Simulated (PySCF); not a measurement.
**PBE0 on P (phosphorus, neutral)**

Configuration: [Ne] 3s2 3p2 4s1, high-spin 4P determinant (an excited configuration). Calculation: PySCF 2.14, in dyall-acv3z; no relativity, point nucleus.

```
Total energy                                                  : -340.8878 hartree
One-electron energy                                           : -468.7258 hartree
Hartree (Coulomb) energy                                      : 150.6926 hartree
Exchange-correlation energy                                   : -22.8546 hartree
Kinetic energy                                                : 340.47473 hartree
⟨S²⟩                                                          : 3.7549
⟨L²⟩                                                          : 2.048
Sum of ⟨r⟩                                                    : 17.67 bohr
Sum of ⟨r²⟩                                                   : 54.88 bohr²
Traceless quadrupole moment −½Σ⟨3z² − r²⟩ along its main axis : 0.409 e·bohr²
Density at the nucleus (Gaussians lack the cusp)              : 2180 bohr⁻³
Spin density at the nucleus                                   : 0.545 bohr⁻³
Langevin diamagnetic susceptibility                           : -43.5 ×10⁻⁶ cm³/mol
```

```
shell  electrons  mean orbital energy (hartree)  spread (hartree)  rms radius, mean of both spins (bohr)
 1s α          1                      -77.46635                 0                                  0.121
 1s β          1                      -77.45483                 0                                  0.121
 2s α          1                       -6.85494                 0                                  0.567
 2s β          1                       -6.84292                 0                                  0.567
 2p α          3                       -4.99157           0.00297                                  0.543
 2p β          3                       -4.97382           0.01991                                  0.543
 3s α          1                       -0.76005                 0                                   1.97
 3s β          1                       -0.65553                 0                                   1.97
 3p α          2                       -0.41136                 0                                   2.34
 4s α          1                       -0.08502                 0                                   5.81
```

The outer electron is Rydberg-like, and this basis confines it to a smaller radius and binds it less than a complete one would.
